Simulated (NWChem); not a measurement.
System: CNO, doublet; SMILES N#C[O]

Output (shortened):

```
             Northwest Computational Chemistry Package (NWChem) 7.3.0
             --------------------------------------------------------

                             Geometry "geometry" -> ""
                             -------------------------

 Output coordinates in angstroms (scale by  1.889725989 to convert to a.u.)

  No.       Tag          Charge          X              Y              Z
 ---- ---------------- ---------- -------------- -------------- --------------
    1 O                    8.0000     0.00000000     0.00000000     1.15320700
    2 C                    6.0000     0.00000000     0.00000000    -0.04891200
    3 N                    7.0000     0.00000000     0.00000000    -1.27030100

 Effective nuclear repulsion energy (a.u.)      51.5543369786

                                 NWChem DFT Module
                                 -----------------

 Summary of "ao basis" -> "ao basis" (spherical)
 ------------------------------------------------------------------------------
       Tag                 Description            Shells   Functions and Types
 ---------------- ------------------------------  ------  ---------------------
 O                          def2-svp                 6       14   3s2p1d
 C                          def2-svp                 6       14   3s2p1d
 N                          def2-svp                 6       14   3s2p1d

 in cosmo_initialize ...

 solvent parameters
 solvname_short: unkn
 solvname_long:  unknown
 dielec:       25.0000

          ---------------
          -cosmo- solvent
          ---------------
 Cosmo: York-Karplus, doi: 10.1021/jp992097l
 dielectric constant -eps-     =  25.00
 screen = (eps-1)/(eps    )    =   0.96000
 surface charge correction     = lagrangian

   van der Waals surface
 --------------------------

 ---------- ATOMIC COORDINATES (A.U.) ------------ VDWR(ANG.) --
     1    0.00000000    0.00000000    2.17924524     1.720
     2    0.00000000    0.00000000   -0.09243028     2.000
     3    0.00000000    0.00000000   -2.40052081     1.830
 number of segments per atom =         32
 number of   points per atom =         32
 atom (   nspa,  nppa )
 ----------------------
    1 (     24,     0 )       0
    2 (     24,     0 )       0
    3 (     24,     0 )       0
 number of -cosmo- surface points =       72
 molecular surface =     67.817 angstrom**2
 molecular volume  =     52.073 angstrom**3
 G(cav/disp)       =      1.199 kcal/mol
 -lineq- algorithm             =   0
 -bem- low  level              =   2
 -bem- from -octahedral-
 gaussian surface charge width =   4.50000
 degree of switching           =   1.00000
 switching function tolerance  =   0.00010
 atomic radii =
 --------------
    1  8.000  1.720
    2  6.000  2.000
    3  7.000  1.830
 ...... end of -cosmo- initialization ......

            General Information
            -------------------
          SCF calculation type: DFT
          Wavefunction type:  spin polarized.
          No. of atoms     :     3
          No. of electrons :    21
           Alpha electrons :    11
            Beta electrons :    10
          Charge           :     0
          Spin multiplicity:     2
          Use of symmetry is: off; symmetry adaption is: off
          Maximum number of iterations: 150
          AO basis - number of functions:    42
                     number of shells:    18
          Convergence on energy requested:  1.00D-06
          Convergence on density requested:  1.00D-05
          Convergence on gradient requested:  5.00D-04

              XC Information
              --------------
                         PBE0 Method XC Functional
                     Hartree-Fock (Exact) Exchange  0.250
          PerdewBurkeErnzerhof Exchange Functional  0.750
            Perdew 1991 LDA Correlation Functional  1.000 local
           PerdewBurkeErnz. Correlation Functional  1.000 non-local

[...]

                                   COSMO solvation results
                                   -----------------------

                 gas phase energy =      -167.686455009573
                 sol phase energy =      -167.690257803258
 (electrostatic) solvation energy =         0.003802793685 (    2.39 kcal/mol)

                    DFT Final Alpha Molecular Orbital Analysis
                    ------------------------------------------

 Vector    9  Occ=1.000000D+00  E=-4.535338D-01
              MO Center=  6.1D-12,  4.3D-12, -1.4D+00, r^2= 9.4D-01
   Bfn.  Coefficient  Atom+Function         Bfn.  Coefficient  Atom+Function
  ----- ------------  ---------------      ----- ------------  ---------------
    34      0.467126  3 N  pz                31      0.414454  3 N  s
    30      0.345370  3 N  s                 20      0.261036  2 C  pz
    37     -0.233881  3 N  pz                16     -0.230831  2 C  s
    29      0.163075  3 N  s                  6     -0.132922  1 O  pz
    15      0.095628  2 C  s                 17     -0.086713  2 C  s

 Vector   10  Occ=1.000000D+00  E=-3.867797D-01
              MO Center= -7.6D-12, -1.6D-12, -4.0D-01, r^2= 1.9D+00
   Bfn.  Coefficient  Atom+Function         Bfn.  Coefficient  Atom+Function
  ----- ------------  ---------------      ----- ------------  ---------------
    32      0.504734  3 N  px                 4      0.398436  1 O  px
    35     -0.338399  3 N  px                 7      0.286140  1 O  px
    18     -0.151607  2 C  px                21     -0.068463  2 C  px
    27     -0.057246  2 C  d  1              33      0.052452  3 N  py
     5      0.041507  1 O  py                36     -0.035231  3 N  py

 Vector   11  Occ=1.000000D+00  E=-3.464784D-01
              MO Center=  1.6D-12, -2.0D-11, -3.7D-01, r^2= 1.9D+00
   Bfn.  Coefficient  Atom+Function         Bfn.  Coefficient  Atom+Function
  ----- ------------  ---------------      ----- ------------  ---------------
    33      0.482416  3 N  py                 5      0.397954  1 O  py
    36     -0.340376  3 N  py                 8      0.300216  1 O  py
    19     -0.172801  2 C  py                22     -0.085163  2 C  py
    25      0.057956  2 C  d -1              32     -0.050273  3 N  px
     4     -0.041378  1 O  px                35      0.035402  3 N  px

 Vector   12  Occ=0.000000D+00  E= 2.423195D-02
              MO Center= -2.3D-10, -3.1D-11, -2.0D-01, r^2= 1.6D+00
   Bfn.  Coefficient  Atom+Function         Bfn.  Coefficient  Atom+Function
  ----- ------------  ---------------      ----- ------------  ---------------
    21      0.627237  2 C  px                18      0.604780  2 C  px
    35     -0.455424  3 N  px                32      0.391500  3 N  px
     7     -0.339313  1 O  px                 4     -0.323860  1 O  px
    22      0.065974  2 C  py                19      0.063371  2 C  py
    36     -0.047914  3 N  py                33      0.041125  3 N  py

 Vector   13  Occ=0.000000D+00  E= 4.515456D-02
              MO Center= -1.6D-11,  1.2D-10, -2.4D-01, r^2= 1.6D+00
   Bfn.  Coefficient  Atom+Function         Bfn.  Coefficient  Atom+Function
  ----- ------------  ---------------      ----- ------------  ---------------
    22      0.623833  2 C  py                19      0.592117  2 C  py
    36     -0.486259  3 N  py                33      0.400335  3 N  py
     8     -0.347714  1 O  py                 5     -0.324326  1 O  py
    21     -0.065364  2 C  px                18     -0.062275  2 C  px
    35      0.050946  3 N  px                32     -0.042014  3 N  px

 Vector   14  Occ=0.000000D+00  E= 9.507228D-02
              MO Center=  4.0D-10, -2.3D-10,  1.9D-02, r^2= 2.2D+00
   Bfn.  Coefficient  Atom+Function         Bfn.  Coefficient  Atom+Function
  ----- ------------  ---------------      ----- ------------  ---------------
    17      2.180140  2 C  s                 31     -0.909822  3 N  s
     3     -0.688586  1 O  s                 37     -0.522015  3 N  pz
     9      0.392232  1 O  pz                30     -0.273688  3 N  s
     6      0.257177  1 O  pz                34      0.254767  3 N  pz
     2     -0.236933  1 O  s                 23     -0.105468  2 C  pz

                     DFT Final Beta Molecular Orbital Analysis
                     -----------------------------------------

 Vector    8  Occ=1.000000D+00  E=-4.718265D-01
              MO Center= -1.3D-10, -1.6D-11,  4.4D-01, r^2= 1.2D+00
   Bfn.  Coefficient  Atom+Function         Bfn.  Coefficient  Atom+Function
  ----- ------------  ---------------      ----- ------------  ---------------
     4      0.429368  1 O  px                18      0.430924  2 C  px
     7      0.263693  1 O  px                21      0.201305  2 C  px
    32     -0.160990  3 N  px                35      0.066002  3 N  px
    19      0.044090  2 C  py                 5      0.043762  1 O  py
    13      0.027932  1 O  d  1               8      0.026862  1 O  py

 Vector    9  Occ=1.000000D+00  E=-4.306563D-01
              MO Center= -6.6D-12,  3.8D-12, -1.4D+00, r^2= 9.0D-01
   Bfn.  Coefficient  Atom+Function         Bfn.  Coefficient  Atom+Function
  ----- ------------  ---------------      ----- ------------  ---------------
    34      0.458380  3 N  pz                31      0.417896  3 N  s
    30      0.351345  3 N  s                 20      0.246446  2 C  pz
    37     -0.247054  3 N  pz                16     -0.222132  2 C  s
    29      0.168446  3 N  s                  6     -0.122615  1 O  pz
    15      0.092306  2 C  s                 17     -0.079145  2 C  s

[...]
```

Level: PBE0/def2-SVP, spin-unrestricted, COSMO on the gas-phase geometry. The state is orbitally degenerate and is run as one real component. The geometry was optimised at PBE-D3(BJ)/def2-SVP, spin-unrestricted. No stability test was run on the SCF state. COSMO prints the solvation energy as gas minus solution, so a positive value is a stabilisation.

Task: Which NWChem input produces such a log?

Result: This is not unique; one that fits is the input that was run:
```
start job
memory heap 200 mb stack 900 mb global 1100 mb
geometry units angstroms noautosym nocenter noautoz
  O      0.000000     0.000000     1.153207
  C      0.000000     0.000000    -0.048912
  N      0.000000     0.000000    -1.270301
end
basis spherical
  * library def2-svp
end
dft
  odft
  mult 2
  xc pbe0
  iterations 150
end
cosmo
  dielec 25.0
end
task dft energy
```
